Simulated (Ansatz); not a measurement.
C2H5BBrFO (SMILES CCOB(F)Br), singlet, at a GFN2-xTB geometry, with bond 11-6 at 2.4 times its length; Ansatz (an electronic-structure program) with SC-NEVPT2/STO-3G, CASSCF(4,5).

Ansatz was given this input:
Ansatz 0.2 input:
```yaml
crystal:
  periodic: [false, false, false]
  atoms:
    - {symbol: B, position_ang: [-0.05680950, -0.69704600, 0.61954673]}
    - {symbol: F, position_ang: [0.41402336, -1.60690306, 1.45495476]}
    - {symbol: Br, position_ang: [1.01097497, 0.83953746, 0.33789736]}
    - {symbol: O, position_ang: [-1.22421993, -0.91588072, 0.06013825]}
    - {symbol: C, position_ang: [-1.89994439, -0.09613990, -0.88395362]}
    - {symbol: C, position_ang: [-1.47530487, -0.43957739, -2.30434982]}
    - {symbol: H, position_ang: [-2.96504593, -0.29410139, -0.73811671]}
    - {symbol: H, position_ang: [-1.69508243, 0.96057327, -0.67364313]}
    - {symbol: H, position_ang: [-1.64053068, -1.49605602, -2.50050510]}
    - {symbol: H, position_ang: [-2.05912839, 0.14818846, -3.00636919]}
    - {symbol: H, position_ang: [1.05444038, 0.10250816, -2.65723545]}
basis:
  gaussian:
    orbitals: STO-3G
magnetization: {spin_polarized: false}
correlation: {method: sc_nevpt2, electrons: all, active_space: {window: {electrons: 4, orbitals: 5}}}
```

The log (banner, timings and long lists left out):

```
Functional definition: HF
606 factors; integrals over basis functions are off by at most 4.4e-5 eV
mean field evaluation 1: about -76686.8126 eV, gradient 3.7e1 eV
mean field evaluation 2: about -76687.0194 eV, gradient 3.7e1 eV
mean field evaluation 4: about -76693.7717 eV, gradient 7.5e0 eV
mean field evaluation 8: about -76694.0189 eV, gradient 9.1e-5 eV
mean field -76694.01335084 eV, -2818.4530055739 hartree, gradient 8.7e-7 eV, S^2 0.000000; 0 other end points of the search recorded, 0 dependent functions left out; unrestricted orbitals would lower it
reference -76694.01335084 eV, -2818.4530055739 hartree; 37, 37 occupied and 11, 11 virtual orbitals, 606 factors
state -76699.48521404 eV, -2818.6540928378 hartree
state -76699.48521404 eV, -2818.6540928378 hartree; corrected -76704.38749814 eV, -2818.8342484554 hartree
state -76699.25239571 eV, -2818.6455369219 hartree
state -76699.25239571 eV, -2818.6455369219 hartree; corrected -76704.32785975 eV, -2818.8320567852 hartree
state -76699.48521404 eV, -2818.6540928378 hartree; corrected -76704.38749814 eV, -2818.8342484554 hartree
Total energy: -76704.38749814 eV, -2818.8342484554 hartree
```
